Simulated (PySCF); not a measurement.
First SCF of a structure search on triplet Te₃, at a hand-made equilateral triangle geometry. PySCF input:

```python
from pyscf import gto, scf, dft
mol = gto.M(atom='''
Te     0.785200    -1.360010     0.000000
Te    -1.570390     0.000000     0.000000
Te     0.785190     1.360000     0.000000''',
    basis={'Te': 'def2-TZVP'},
    ecp={'Te': 'def2-TZVP'},
    charge=0, spin=2)
mf = dft.UKS(mol, xc='B3LYP')
mf.grids.atom_grid = (50, 194)
aux = {'Te': 'def2-universal-JKFIT'}
mf = mf.density_fit(auxbasis=aux)
mf.conv_tol = 1e-08
mf.diis_space = 10
mf.max_cycle = 60
mf.init_guess = 'huckel'
mf.verbose = 4
mf.kernel()
```

Excerpt of the output (cycles alone):

```
init E= -803.938472865641
cycle= 1 E= -803.935347724871  delta_E= 0.00313  |g|= 1.09  |ddm|= 2.16
cycle= 2 E= -803.199962489939  delta_E= 0.735  |g|= 1.77  |ddm|=  2.6
cycle= 3 E= -804.251524538653  delta_E= -1.05  |g|= 0.357  |ddm|=  1.9
cycle= 4 E= -804.267093780492  delta_E= -0.0156  |g|= 0.319  |ddm|= 1.23
cycle= 5 E= -804.342822394614  delta_E= -0.0757  |g|= 0.0708  |ddm|= 0.823
cycle= 6 E= -804.344705766163  delta_E= -0.00188  |g|= 0.0565  |ddm|= 0.23
cycle= 7 E= -804.346948149935  delta_E= -0.00224  |g|= 0.0159  |ddm|= 0.124
cycle= 8 E= -804.347171147059  delta_E= -0.000223  |g|= 0.0039  |ddm|= 0.0302
cycle= 9 E= -804.347221461318  delta_E= -5.03e-05  |g|= 0.0019  |ddm|= 0.0313
cycle= 10 E= -804.347241321046  delta_E= -1.99e-05  |g|= 0.00139  |ddm|= 0.0224
cycle= 11 E= -804.347252907017  delta_E= -1.16e-05  |g|= 0.00134  |ddm|= 0.0199
cycle= 12 E= -804.347260870264  delta_E= -7.96e-06  |g|= 0.00111  |ddm|= 0.0155
cycle= 13 E= -804.347265398073  delta_E= -4.53e-06  |g|= 0.00125  |ddm|= 0.00894
cycle= 14 E= -804.347268019758  delta_E= -2.62e-06  |g|= 0.00126  |ddm|= 0.00476
cycle= 15 E= -804.347256772334  delta_E= 1.12e-05  |g|= 0.000905  |ddm|= 0.0222
cycle= 16 E= -804.347242850645  delta_E= 1.39e-05  |g|= 0.000901  |ddm|= 0.0327
cycle= 17 E= -804.347229873967  delta_E= 1.3e-05  |g|= 0.00068  |ddm|= 0.0518
cycle= 18 E= -804.34722964415  delta_E= 2.3e-07  |g|= 0.000488  |ddm|= 0.00305
cycle= 19 E= -804.347227193468  delta_E= 2.45e-06  |g|= 0.000787  |ddm|= 0.0346
cycle= 20 E= -804.347227639068  delta_E= -4.46e-07  |g|= 0.000342  |ddm|= 0.000861
cycle= 21 E= -804.347227681917  delta_E= -4.28e-08  |g|= 0.000226  |ddm|= 0.00417
cycle= 22 E= -804.34722772519  delta_E= -4.33e-08  |g|= 1.98e-05  |ddm|= 0.000775
cycle= 23 E= -804.347227725854  delta_E= -6.64e-10  |g|= 1.63e-05  |ddm|= 0.000142
Extra cycle  E= -804.347227725042  delta_E= 8.12e-10  |g|= 4.2e-05  |ddm|= 0.000129
converged SCF energy = -804.347227725042  <S^2> = 2.0107325  2S+1 = 3.0071465
```

This is not the lowest solution: another start and a stability analysis within the same unrestricted form found one 1.3 kJ/mol lower, at -804.34774 Eh.

No spin–orbit coupling is included, which matters more the heavier the element.

The search for the lowest solution, 3 starts and the stability check together, took 31 s on 4 threads of a shared Arm Neoverse V2 host, with 150 basis functions; the process peaked at 0.62 GiB.
